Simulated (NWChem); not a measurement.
# SiH4TeS; SMILES [Te]([SiH3])S

```xyz
7

Te     0.6876    -0.0446    -0.0067
S     -1.0517    -1.7459    -0.0512
H     -1.1777    -1.8685     1.2902
Si    -0.9895     1.8233    -0.0076
H     -0.2117     3.1004    -0.0088
H     -1.8395     1.7504     1.2167
H     -1.8472     1.7447    -1.2247
```
Atoms are numbered in this order, from 1.

Computed with NWChem. Medium grid unless said otherwise, to which SCAN and Minnesota functionals are sensitive. Coordinates come from a PBE0/def2-SVP optimisation. def2 effective core potentials on Te; no spin-orbit coupling. Hybrids' shares of exact exchange are those that their runs print; pure functionals count as 0. The functionals differ in more than this share.

```csv
row,share of exact exchange,orbital gap (eV)
PBE/def2-SVP,0.00,2.77
SCAN/def2-SVP,0.00,3.13
B3LYP/def2-SVP,0.20,4.24
r2SCAN0/def2-SVP,0.25,withheld
M06-2X/def2-SVP,0.54,6.63
```

Task: Fit a straight line of the last column on the one before it, predict the withheld value, and compare with the run.

Result: 
1. Means of the 4 shown rows: x = 0.185, y = 4.192. Slope Σ(x − x̄)(y − ȳ)/Σ(x − x̄)² = 1.326/0.1947 = 6.809; intercept 2.933.
2. The shown rows scatter about the line by 0.131 (root mean square); the largest residual is +0.20, at SCAN/def2-SVP.
3. At x = 0.25 (r2SCAN0/def2-SVP; inside the shown range) the line gives 4.64.
4. The run gives 4.86, +0.22 from the line, 1.7 times the scatter.
